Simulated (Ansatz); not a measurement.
Ansatz (an electronic-structure program) input (SVWN5/def2-TZVP):

Ansatz 0.2 input:
```yaml
crystal:
  periodic: [false, false, false]
  atoms:
    - {symbol: Si, position_ang: [2.17303550, -0.43987468, -0.60008296]}
    - {symbol: C, position_ang: [0.34599226, 0.00431866, -0.68913542]}
    - {symbol: C, position_ang: [-0.34599226, -0.00431866, 0.68913542]}
    - {symbol: Si, position_ang: [-2.17303550, 0.43987468, 0.60008296]}
    - {symbol: H, position_ang: [2.88565018, 0.52708311, 0.27143544]}
    - {symbol: H, position_ang: [2.79845690, -0.41956030, -1.94562762]}
    - {symbol: H, position_ang: [2.33503810, -1.79601920, -0.01956715]}
    - {symbol: H, position_ang: [0.25068931, 0.98950968, -1.15623203]}
    - {symbol: H, position_ang: [-0.14914387, -0.69743728, -1.36754685]}
    - {symbol: H, position_ang: [-0.25068931, -0.98950968, 1.15623203]}
    - {symbol: H, position_ang: [0.14914387, 0.69743728, 1.36754685]}
    - {symbol: H, position_ang: [-2.33503810, 1.79601920, 0.01956715]}
    - {symbol: H, position_ang: [-2.79845690, 0.41956030, 1.94562762]}
    - {symbol: H, position_ang: [-2.88565018, -0.52708311, -0.27143544]}
basis:
  gaussian:
    orbitals: def2-TZVP
hamiltonian:
  xc: {name: SVWN5}
relax: {f_tol: 0.003, max_steps: 100}
```

End of the output:

```
Atom 0 at     2.138923    -0.432006    -0.598353 Å, force    -0.001339     0.000283     0.000271 eV/Å
Atom 1 at     0.327562     0.008394    -0.686796 Å, force    -0.000932     0.000579    -0.002859 eV/Å
Atom 2 at    -0.327562    -0.008394     0.686796 Å, force     0.000932    -0.000579     0.002859 eV/Å
Atom 3 at    -2.138923     0.432006     0.598353 Å, force     0.001339    -0.000283    -0.000271 eV/Å
Atom 4 at     2.845919     0.544200     0.291350 Å, force    -0.000013    -0.000079    -0.000117 eV/Å
Atom 5 at     2.791661    -0.417898    -1.946037 Å, force     0.000147    -0.000058     0.000188 eV/Å
Atom 6 at     2.290798    -1.797924    -0.002035 Å, force     0.000029     0.000102    -0.000094 eV/Å
Atom 7 at     0.226216     1.003402    -1.158071 Å, force     0.000762     0.000534    -0.000364 eV/Å
Atom 8 at    -0.177094    -0.698214    -1.371223 Å, force     0.000466    -0.000715    -0.000520 eV/Å
Atom 9 at    -0.226216    -1.003402     1.158071 Å, force    -0.000762    -0.000534     0.000364 eV/Å
Atom 10 at     0.177094     0.698214     1.371223 Å, force    -0.000466     0.000715     0.000520 eV/Å
Atom 11 at    -2.290798     1.797924     0.002035 Å, force    -0.000029    -0.000102     0.000094 eV/Å
Atom 12 at    -2.791661     0.417898     1.946037 Å, force    -0.000147     0.000058    -0.000188 eV/Å
Atom 13 at    -2.845919    -0.544200    -0.291350 Å, force     0.000013     0.000079     0.000117 eV/Å
Dipole moment:     0.000000     0.000000    -0.000000 e Å
```
